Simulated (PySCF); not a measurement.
Computed NMR parameters against published values

Geometry:
```json
{"atom": "C1", "x (Å)": "4.133", "y (Å)": "1.143", "z (Å)": "-1.370"}
{"atom": "O2", "x (Å)": "2.809", "y (Å)": "0.717", "z (Å)": "-1.418"}
{"atom": "C3", "x (Å)": "2.304", "y (Å)": "0.320", "z (Å)": "-0.181"}
{"atom": "C4", "x (Å)": "0.867", "y (Å)": "-0.105", "z (Å)": "-0.374"}
{"atom": "O5", "x (Å)": "0.357", "y (Å)": "-0.473", "z (Å)": "0.874"}
{"atom": "C6", "x (Å)": "-0.864", "y (Å)": "-1.150", "z (Å)": "0.850"}
{"atom": "C7", "x (Å)": "-2.047", "y (Å)": "-0.237", "z (Å)": "0.576"}
{"atom": "O8", "x (Å)": "-3.208", "y (Å)": "-1.001", "z (Å)": "0.693"}
{"atom": "C9", "x (Å)": "-4.376", "y (Å)": "-0.290", "z (Å)": "0.433"}
{"atom": "H10", "x (Å)": "4.435", "y (Å)": "1.427", "z (Å)": "-2.388"}
{"atom": "H11", "x (Å)": "4.263", "y (Å)": "2.022", "z (Å)": "-0.707"}
{"atom": "H12", "x (Å)": "4.814", "y (Å)": "0.346", "z (Å)": "-1.011"}
{"atom": "H13", "x (Å)": "2.883", "y (Å)": "-0.524", "z (Å)": "0.247"}
{"atom": "H14", "x (Å)": "2.343", "y (Å)": "1.145", "z (Å)": "0.560"}
{"atom": "H15", "x (Å)": "0.307", "y (Å)": "0.734", "z (Å)": "-0.831"}
{"atom": "H16", "x (Å)": "0.826", "y (Å)": "-0.950", "z (Å)": "-1.090"}
{"atom": "H17", "x (Å)": "-1.002", "y (Å)": "-1.608", "z (Å)": "1.841"}
{"atom": "H18", "x (Å)": "-0.857", "y (Å)": "-1.969", "z (Å)": "0.103"}
{"atom": "H19", "x (Å)": "-2.033", "y (Å)": "0.602", "z (Å)": "1.302"}
{"atom": "H20", "x (Å)": "-1.972", "y (Å)": "0.212", "z (Å)": "-0.436"}
{"atom": "H21", "x (Å)": "-4.389", "y (Å)": "0.126", "z (Å)": "-0.594"}
{"atom": "H22", "x (Å)": "-5.224", "y (Å)": "-0.980", "z (Å)": "0.540"}
{"atom": "H23", "x (Å)": "-4.517", "y (Å)": "0.552", "z (Å)": "1.140"}
```

What is known from experiment: δ $^{13}$C C1/C9 58.4 ppm (measured; solution, C6D5Cl, 298 K; Fulmer et al., Organometallics 2010, 29, 2176).
δ $^{13}$C C1/C9 58.8; δ $^{1}$H H10/H11/H12/H21/H22/H23 3.28 ppm (measured; solution, acetone-d6, 298 K; Fulmer et al., Organometallics 2010, 29, 2176).

- σ from GIAO-PBE0/pcSseg-1
- PBE0-D3(BJ)/def2-SVP geometry
- run in PySCF
- relativity neglected, one computed conformer, rapidly exchanging positions averaged, isolated molecule

Task: What does the calculation give, and how does it compare?

Result: 
Reference values: measured (solution, C6D5Cl, 298 K; Fulmer et al., Organometallics 2010, 29, 2176).
```tsv
atoms	quantity	reference	computed	computed, scaled
C1/C9	δ $^{13}$C	58.4	59.6	56.9
```

Reference values: measured (solution, acetone-d6, 298 K; Fulmer et al., Organometallics 2010, 29, 2176).
| atoms | quantity | reference | computed | computed, scaled |
| --- | --- | --- | --- | --- |
| C1/C9 | δ $^{13}$C | 58.8 | 59.6 | 56.9 |
| H10/H11/H12/H21/H22/H23 | δ $^{1}$H | 3.28 | 3.32 | 3.36 |

Computed shifts are σ(ref) − σ with the named reference compound (TMS for H and C) calculated as an isolated molecule at the same level. The measured values may be among those fitted. Scaled to experiment by linear calibration (H and C: mostly CDCl3 data, vs TMS): $^{1}$H: δ = 29.91 − 0.950σ (rms 0.21 ppm, 511 shifts, 0.22 ppm with the 3 outliers that the fit left out); $^{13}$C: δ = 177.62 − 0.967σ (rms 1.9 ppm, 903 shifts, 2.3 ppm with the 23 outliers that the fit left out). A few per cent of atoms miss by over 2 rms, more outside the fitted compound classes.

Task: How far are the unscaled $^{13}$C shifts from the references?

Result: Mean signed difference +1.00 ppm, mean absolute 1.00 ppm over 2 comparisons; the largest is +1.2 ppm at C1/C9 (methyl carbon bonded to O).

3 of the 24 published NMR values on file for this molecule are compared. The rest: values from further sources, protons in aromatic solvents.
